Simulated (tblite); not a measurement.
Compound: C4H12O2SSi2.
Z-matrix (Å and degrees, GFN2-xTB geometry), rows numbered from 1:
```
C 
S   1  1.8257
O   2  1.4478  1  107.00
O   2  1.4372  1  107.21  3   125.80
C   2  1.8152  1  108.51  3  -115.31
C   5  1.5120  2  108.02  1    57.03
Si  6  1.9295  5  109.12  2    65.27
Si  7  2.3094  6   93.06  5    26.67
C   5  1.5181  2  104.27  1   178.66
H   1  1.0830  2  106.60  3   -78.67
H   1  1.0814  2  108.80  3    40.59
H   1  1.0825  2  108.53  3   162.56
H   5  1.0948  2  104.66  1   -63.63
H   6  1.0895  5  110.03  2   -59.68
H   6  1.0921  5  108.44  2  -175.62
H   7  1.4796  6  103.83  5   145.60
H   7  1.4628  6  110.71  5  -103.42
H   8  1.4582  7  122.73  6  -122.13
H   8  1.4796  7  115.92  6   105.90
H   9  1.0918  5  109.21  2   167.98
H   9  1.0900  5  108.27  2    51.71
```

Level: GFN2-xTB in tblite, geometry and Hessian alike; calculated harmonic values, unscaled, isolated species. The method is semi-empirical: single wavenumbers can be off by several per cent or more. Modes of hydrogen on silicon can be 10 to 20 % off. One conformer, not necessarily the lowest.

Harmonic wavenumbers (cm⁻¹): 28.0, 101.3, 117.6, 132.5, 193.3, 213.1, 245.0, 283.1, 299.0, 344.8, 396.3, 424.4, 444.5, 462.3, 467.5, 519.8, 532.4, 570.7, 611.4, 629.1, 661.4, 671.1, 714.8, 745.7, 758.0, 790.4, 827.9, 844.4, 845.6, 860.1, 955.7, 1074.2, 1082.6, 1095.2, 1119.3, 1195.6, 1223.0, 1229.4, 1263.3, 1265.0, 1299.0, 1424.0, 1437.9, 1471.1, 1488.5, 2107.0, 2119.0, 2251.2, 2293.6, 2901.4, 2963.9, 2968.2, 2997.1, 2998.1, 3063.0, 3077.8, 3090.5.

A = 1635, B = 921.0, C = 795.8 MHz; mass 180.010 u (most abundant isotopes); point group C1, symmetry number 1.

Q: What is the zero-point energy?

A: ½Σν̃ = 33095 cm⁻¹ = 395.90 kJ/mol.

Q: What is S at 350 K and 1 bar for an ideal gas of classical rigid rotors and harmonic oscillators?

A: Translation 176.95, rotation 127.41, vibration 177.00: S = 481.4 J/(mol K).

Q: And Cp and H(350 K) − H(0)?

A: Cp = 229.80 J/(mol K), of which vibrations give 196.54 (their classical limit is 57 R = 473.9); H(350 K) − H(0) = 45.40 kJ/mol without the zero-point energy, 33.76 from vibrations.

Q: Blend soft modes into free rotors: weight 1/[1 + (100 cm⁻¹/ν̃)⁴] for the oscillator and the rest for a rotor with moment μB/(μ + B), μ = h/(8π²ν), B = 10⁻⁴⁴ kg m². What vibrational entropy results?

A: 165.83 J/(mol K) in place of 177.00, which changes −T·S at 350 K by +3.91 kJ/mol.

Q: How do the functions run with temperature in this model?

A: 
```
 T (K)  S (J/(mol K))  Cp (J/(mol K))  H − H(0) (kJ/mol)  G − H(0) (kJ/mol)  ln q(vib)
    50          254.4            54.0               2.11             -10.62       0.71
   100          300.7            83.2               5.53             -24.54       1.92
298.15          446.7           203.3              34.16             -99.01       7.98
373.15          496.4           240.7              50.85            -134.40      10.46
   500          574.2           290.8              84.71            -202.39      14.65
   750          705.7           356.8             166.36            -362.93      22.55
  1000          814.5           398.7             261.16            -553.36      29.75
```

q(vib) and H(0) count from the zero-point level.

Hindered rotation and anharmonicity are outside this model. Other conformers, if any are populated, would add a mixing term that is left out. The structure is chiral; the term R ln 2 for an equal mix with its mirror image is left out.

On one thread of an Arm Neoverse N1, no GPU, shared host, this took 2.0 s of wall time. The figure is for the frequency step alone.
